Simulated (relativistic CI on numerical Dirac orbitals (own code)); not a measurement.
# One change at a time: Pt⁵¹⁺

Base calculation: Dirac-Coulomb-Breit CI, separate exchange-only KLI orbitals for each configuration, QED by a radiative potential, unscaled Slater integrals.

Configuration list (outside the closed core [Ne]): 3s2 3p6 3d9, 3s2 3p5 3d10, 3s 3p6 3d10, 3s2 3p6 3d8 4s, 3s2 3p6 3d8 4p, 3s2 3p4 3d10 4s, 3s2 3p6 3d8 4d, 3s2 3p4 3d10 4p, 3s2 3p5 3d9 4s, 3s2 3p6 3d8 4f, 3s2 3p4 3d10 4d, 3s 3p5 3d10 4s, 3s2 3p5 3d9 4p, 3s 3p5 3d10 4p, 3s2 3p6 3d7 4s2, 3s2 3p5 3d9 4d. Levels of other configurations are missing.

Variants: (1) non-relativistic limit. Shifts of the energy above 3s2 3p6 3d9 2D_5/2, in eV, for the lowest level and the first level of each name with at least 55 % of one term (blank where a level changes its place among those of its configuration and J or its character, or is not in the variant):

| Level | Base | Δ(1) |
| --- | --- | --- |
| 3s2 3p6 3d9 2D_5/2 | 0.00 | 0.00 |
| 3s2 3p6 3d9 2D_3/2 | 86.18 | -86.18 |
| 3s2 3p5 3d10 2P°_3/2 | 498.04 | -105.84 |
| 3s2 3p5 3d10 2P°_1/2 | 899.82 | -507.62 |
| 3s 3p6 3d10 2S_1/2 | 1160.93 | -549.00 |
| 3s2 3p6 3d8 4s 4F_9/2 | 1845.09 | +219.44 |
| 3s2 3p6 3d8 4s 2F_7/2 | 1848.41 |  |
| 3s2 3p6 3d8 4s 4F_7/2 | 1930.42 |  |
| 3s2 3p6 3d8 4s 4F_5/2 | 1931.27 |  |
| 3s2 3p6 3d8 4s 2G_9/2 | 1946.45 | +139.57 |
| 3s2 3p6 3d8 4s 2G_7/2 | 1947.16 | +138.86 |
| 3s2 3p6 3d8 4s 2P_1/2 | 1948.56 | +135.05 |
| 3s2 3p6 3d8 4p 2P°_1/2 | 1982.16 |  |
| 3s2 3p6 3d8 4s 4F_3/2 | 2022.11 |  |
| 3s2 3p6 3d8 4p 4G°_7/2 | 2035.64 | +118.19 |
| 3s2 3p6 3d8 4p 2H°_9/2 | 2051.16 |  |
| 3s2 3p6 3d8 4p 4G°_11/2 | 2089.80 | +64.03 |
| 3s2 3p6 3d8 4p 4F°_9/2 | 2093.22 |  |
| 3s2 3p6 3d8 4p 4G°_9/2 | 2175.29 |  |
| 3s2 3p6 3d8 4p 4F°_7/2 | 2177.16 |  |
| 3s2 3p6 3d8 4p 2H°_11/2 | 2189.50 | -16.28 |

At this charge energies of transitions that change n are usually good to better than 1 %, and those within a shell (Δn = 0) to a few per cent.

Ionisation energy from the two ground configurations alone: base 4839.46 eV. The NIST ASD value (theoretical) is 4839 eV.

LS names give the leading component of a level, which can be under half, so a name can repeat, a term be missing and a line seem to break the LS rules.
